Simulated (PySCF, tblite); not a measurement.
Parent: `[S:1]=[PH2:2][c:3]1[cH:4][cH:5][s:6][cH:7]1` with S1–P2–C3–C4 54°, C4H5PS2.

The geometries are computed with GFN2-xTB (gas phase). One conformer each, not checked by frequencies here.

```json
{"coordinate of the parent": "S1=P2", "value": "1.924 Å"}
{"coordinate of the parent": "P2–C3", "value": "1.800 Å"}
{"coordinate of the parent": "C3–C4", "value": "1.421 Å"}
{"coordinate of the parent": "C4–C5", "value": "1.354 Å"}
{"coordinate of the parent": "C5–S6", "value": "1.721 Å"}
{"coordinate of the parent": "S6–C7", "value": "1.712 Å"}
{"coordinate of the parent": "C3–C7", "value": "1.365 Å"}
{"coordinate of the parent": "S1–P2–C3", "value": "116.4°"}
{"coordinate of the parent": "P2–C3–C4", "value": "122.1°"}
{"coordinate of the parent": "P2–C3–C7", "value": "125.2°"}
{"coordinate of the parent": "C4–C3–C7", "value": "112.5°"}
{"coordinate of the parent": "C3–C4–C5", "value": "112.1°"}
{"coordinate of the parent": "C4–C5–S6", "value": "112.2°"}
{"coordinate of the parent": "C5–S6–C7", "value": "91.3°"}
{"coordinate of the parent": "C3–C7–S6", "value": "111.8°"}
```

Problem. How does the shared frame change in `[N:1]#[C:2][CH2:3][CH2:4][P@@H:5](=[S:6])[c:7]1[cH:8][cH:9][s:10][cH:11]1` with C2–C3–C4–P5 64°, C3–C4–P5–S6 53°, C4–P5–C7–C8 -95°, C7H8NPS2? Atoms pair as S1 = S6, P2 = P5, C3 = C7, C4 = C8, C5 = C9, S6 = S10, C7 = C11 (parent first).

Solution. 
| parent | relative | value in the relative | change |
| --- | --- | --- | --- |
| S1=P2 | S6=P5 | 1.929 Å | +0.005 |
| P2–C3 | P5–C7 | 1.805 Å | +0.005 |
| C3–C4 | C7–C8 | 1.420 Å | -0.001 |
| C4–C5 | C8–C9 | 1.354 Å | 0.000 |
| C5–S6 | C9–S10 | 1.721 Å | 0.000 |
| S6–C7 | S10–C11 | 1.711 Å | -0.001 |
| C3–C7 | C7–C11 | 1.365 Å | 0.000 |
| S1–P2–C3 | S6–P5–C7 | 116.4° | 0.0 |
| P2–C3–C4 | P5–C7–C8 | 122.4° | +0.3 |
| P2–C3–C7 | P5–C7–C11 | 125.0° | -0.2 |
| C4–C3–C7 | C8–C7–C11 | 112.6° | +0.1 |
| C3–C4–C5 | C7–C8–C9 | 112.2° | +0.1 |
| C4–C5–S6 | C8–C9–S10 | 112.2° | 0.0 |
| C5–S6–C7 | C9–S10–C11 | 91.3° | 0.0 |
| C3–C7–S6 | C7–C11–S10 | 111.8° | 0.0 |

Of the parent's bonds, S1–P2 and P2–C3 change most and about equally (+0.005 Å). Bonds of the relative outside the shared frame: N1≡C2 1.143, C2–C3 1.441, C3–C4 1.530, C4–P5 1.851 Å. Point group C1 → C1.

Problem. How does the shared frame change in `[CH3:1][CH2:2][CH2:3][P@@H:4](=[S:5])[c:6]1[cH:7][cH:8][s:9][cH:10]1` with C1–C2–C3–P4 63°, C2–C3–P4–S5 46°, C3–P4–C6–C7 -92°, C7H11PS2? Atoms pair as S1 = S5, P2 = P4, C3 = C6, C4 = C7, C5 = C8, S6 = S9, C7 = C10 (parent first).

Solution. 
| parent | relative | value in the relative | change |
| --- | --- | --- | --- |
| S1=P2 | S5=P4 | 1.930 Å | +0.006 |
| P2–C3 | P4–C6 | 1.808 Å | +0.008 |
| C3–C4 | C6–C7 | 1.420 Å | -0.001 |
| C4–C5 | C7–C8 | 1.354 Å | 0.000 |
| C5–S6 | C8–S9 | 1.721 Å | 0.000 |
| S6–C7 | S9–C10 | 1.713 Å | +0.001 |
| C3–C7 | C6–C10 | 1.364 Å | -0.001 |
| S1–P2–C3 | S5–P4–C6 | 115.3° | -1.1 |
| P2–C3–C4 | P4–C6–C7 | 122.2° | +0.1 |
| P2–C3–C7 | P4–C6–C10 | 125.3° | +0.1 |
| C4–C3–C7 | C7–C6–C10 | 112.5° | 0.0 |
| C3–C4–C5 | C6–C7–C8 | 112.3° | +0.2 |
| C4–C5–S6 | C7–C8–S9 | 112.2° | 0.0 |
| C5–S6–C7 | C8–S9–C10 | 91.2° | -0.1 |
| C3–C7–S6 | C6–C10–S9 | 111.9° | +0.1 |

Of the parent's bonds, P2–C3 changes most (+0.008 Å). Bonds of the relative outside the shared frame: C1–C2 1.521, C2–C3 1.523, C3–P4 1.845 Å. Point group C1 → C1.
